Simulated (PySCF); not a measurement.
SMILES N[SiH2]F, PBE/def2-SVP optimised geometry.

```
7

N      0.95    -0.41     0.00
Si    -0.77    -0.41     0.00
F     -1.47     1.08     0.00
H      1.47    -0.16    -0.84
H      1.47    -0.15     0.84
H     -1.23    -1.08     1.26
H     -1.23    -1.08    -1.26
```

Density from PBE/def2-TZVP (PySCF) at that geometry.

Minimum of the electron density along straight lines between bonded atoms, close to the bond critical point (lines longer than 1.1 times the sum of covalent radii, or with two minima, are not listed):

```json
[
 {"bond": "N1–Si2", "length / Å": "1.722", "ρ at the minimum / e bohr⁻³": "0.133", "∇²ρ there / e bohr⁻⁵": "0.54", "position (fraction from the first atom)": "0.60"},
 {"bond": "Si2–F3", "length / Å": "1.648", "ρ at the minimum / e bohr⁻³": "0.124", "∇²ρ there / e bohr⁻⁵": "0.77", "position (fraction from the first atom)": "0.42"},
 {"bond": "N1–H4", "length / Å": "1.023", "ρ at the minimum / e bohr⁻³": "0.323", "∇²ρ there / e bohr⁻⁵": "-1.48", "position (fraction from the first atom)": "0.73"},
 {"bond": "N1–H5", "length / Å": "1.023", "ρ at the minimum / e bohr⁻³": "0.323", "∇²ρ there / e bohr⁻⁵": "-1.48", "position (fraction from the first atom)": "0.73"},
 {"bond": "Si2–H6", "length / Å": "1.498", "ρ at the minimum / e bohr⁻³": "0.122", "∇²ρ there / e bohr⁻⁵": "0.11", "position (fraction from the first atom)": "0.49"},
 {"bond": "Si2–H7", "length / Å": "1.498", "ρ at the minimum / e bohr⁻³": "0.122", "∇²ρ there / e bohr⁻⁵": "0.11", "position (fraction from the first atom)": "0.49"}
]
```
